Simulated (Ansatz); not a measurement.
C$_{5}$H$_{9}$FGe (SMILES C=[CH][Ge]([CH3])([F])[CH]=C), singlet, geometry from GFN2-xTB, with bond 15-7 at 1.4 times its length; SC-NEVPT2/STO-3G, CASSCF(2,4) in Ansatz (a quantum-chemistry and plane-wave program).

The Ansatz input:
Ansatz 0.2 input:
```yaml
crystal:
  periodic: [false, false, false]
  atoms:
    - {symbol: C, position_ang: [2.38467340, -0.23566676, 1.38967230]}
    - {symbol: C, position_ang: [1.85260586, 0.38767041, 0.35302655]}
    - {symbol: Ge, position_ang: [-0.02590654, 0.18259331, -0.21719403]}
    - {symbol: C, position_ang: [-1.13566423, 1.82978018, -0.15585068]}
    - {symbol: F, position_ang: [0.15649949, -0.10136594, -1.97344542]}
    - {symbol: C, position_ang: [-0.89545139, -1.47152743, 0.41528784]}
    - {symbol: C, position_ang: [-2.01175944, -1.50391307, 1.12178044]}
    - {symbol: H, position_ang: [1.80438203, -0.90479648, 2.00659206]}
    - {symbol: H, position_ang: [3.41912623, -0.10724940, 1.67314899]}
    - {symbol: H, position_ang: [2.46011662, 1.05064870, -0.24946640]}
    - {symbol: H, position_ang: [-2.09471883, 1.64439603, -0.63082378]}
    - {symbol: H, position_ang: [-0.63351054, 2.63023771, -0.69149514]}
    - {symbol: H, position_ang: [-1.30173342, 2.14576581, 0.86899460]}
    - {symbol: H, position_ang: [-0.40795802, -2.39639570, 0.13514582]}
    - {symbol: H, position_ang: [-2.64871783, -2.80082264, 1.56895105]}
    - {symbol: H, position_ang: [-2.52488555, -0.60108206, 1.41443451]}
basis:
  gaussian:
    orbitals: STO-3G
magnetization: {spin_polarized: false}
correlation: {method: sc_nevpt2, electrons: all, active_space: {window: {electrons: 2, orbitals: 4}}}
```

The log (banner, timings and long lists left out):

```
Functional definition: HF
725 factors; integrals over basis functions are off by at most 4.7e-5 eV
mean field evaluation 1: about -63724.3141 eV, gradient 2.2e1 eV
mean field evaluation 2: about -63724.4720 eV, gradient 2.2e1 eV
mean field evaluation 4: about -63727.1140 eV, gradient 1.7e0 eV
mean field evaluation 8: about -63727.1315 eV, gradient 8.8e-5 eV
mean field -63727.13151366 eV, -2341.9288873258 hartree, gradient 1.1e-6 eV, S^2 0.000000; 0 other end points of the search recorded, 0 dependent functions left out; unrestricted orbitals would lower it
reference -63727.13151366 eV, -2341.9288873258 hartree; 40, 40 occupied and 17, 17 virtual orbitals, 725 factors
state -63728.28458852 eV, -2341.9712620454 hartree
state -63728.28458852 eV, -2341.9712620454 hartree; corrected -63737.14763945 eV, -2342.2969731593 hartree
state -63728.27705457 eV, -2341.9709851778 hartree
state -63728.27705457 eV, -2341.9709851778 hartree; corrected -63737.04504682 eV, -2342.2932029498 hartree
state -63728.28458852 eV, -2341.9712620454 hartree; corrected -63737.14763945 eV, -2342.2969731593 hartree
2 active orbitals were swapped for others, from the solution at -63728.27693777 eV, -2341.9709808853 hartree to that at -63728.28447421 eV, -2341.9712578445 hartree; typed "places" are swapped only where nearly empty or full, and so, without "given_window_search", are "orbital_numbers", "shells" and a window whose orbitals a file names under [Active]
Total energy: -63737.14763945 eV, -2342.2969731593 hartree
```
